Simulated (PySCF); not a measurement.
Compound: C5H11Al.
SMILES: `C[CH2][AlH][CH]1CC1`

Torsions of this conformer, `[CH3:1][CH2:2][AlH:3][CH:4]1[CH2:5][CH2:6]1`: C1–C2–Al3–C4 -164°, C2–Al3–C4–C5 -142°.

The closed-shell ground state was solved at several levels (PySCF, density fitting, gas phase, non-relativistic). One conformer (not necessarily the lowest) at the PBE0-D3(BJ)/def2-SVP geometry, without solvent, vibrations or thermal averaging.

```csv
level,basis functions,HOMO (eV),LUMO (eV),gap (eV),dipole (D)
PBE0/pcSseg-1,164,-7.21,-0.90,6.31,0.86
CAM-B3LYP/def2-SVPD,212,-8.54,0.06,8.60,0.85
```

Question: Estimate the row for wB97X-D/pcSseg-1, a basis of 164 functions; the other rows only guide the guess.

Answer: HOMO -9.07 eV, LUMO 0.78 eV, gap 9.85 eV, dipole 0.85 D.

Question: Over all these levels, which gives the widest orbital gap and which the narrowest?

Answer: wB97X-D/pcSseg-1 (range-separated hybrid) has the widest, 9.85 eV, and PBE0/pcSseg-1 (global hybrid, 25 % exact exchange) the narrowest, 6.31 eV. The two share the basis. From the narrowest to the widest the HOMO moves by -1.86 eV and the LUMO by +1.68 eV.

Question: How far do the dipole and the HOMO energy spread over the levels?

Answer: The dipole runs from 0.85 to 0.86 D (mean 0.85 D) and the HOMO from -9.07 to -7.21 eV.
